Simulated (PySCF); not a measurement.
Ga(NHMe)(OH)2 (CH₆GaNO₂), SMILES C[NH][Ga]([OH])[OH]. Atoms are numbered in the order given.

```xyz
11

Ga     0.0154     0.3764     0.0000
N      0.7435    -1.2830     0.0000
C      0.0004    -2.5301     0.0000
H      1.7508    -1.3993     0.0000
H      0.2115    -3.1512    -0.8919
H      0.2115    -3.1512     0.8919
H     -1.0803    -2.3224     0.0000
O     -1.7667     0.5020     0.0000
H     -2.0779     1.4159     0.0000
O      0.9416     1.9108     0.0000
H      1.9004     1.8007     0.0000
```

The structure is a stationary point at B3LYP-D3(BJ)/def2-SVP. Other conformers were not sampled.

Two levels are set side by side: PBE/pcSseg-1 (PySCF) and PBE0/pcSseg-1 (PySCF). GIAO shifts against H2O (¹⁷O), NH3 (¹⁵N), TMS (¹H), TMS (¹³C) at the same level; non-relativistic, no solvent, atoms listed together averaged. Differences are taken from unrounded values.

| quantity | PBE0 | PBE | PBE minus PBE0 |
|---|---|---|---|
| δ(¹⁵N) of N2 (ppm) | 31.0 | 43.8 | 12.8 |
| δ(¹³C) of C3 (ppm) | 36.6 | 38.4 | 1.8 |
| δ(¹H) of H4 (ppm) | 0.51 | 0.73 | 0.22 |

Rough cost on one machine, each run with all the roots and properties that it gave: PBE0 against PBE within a factor of 2.
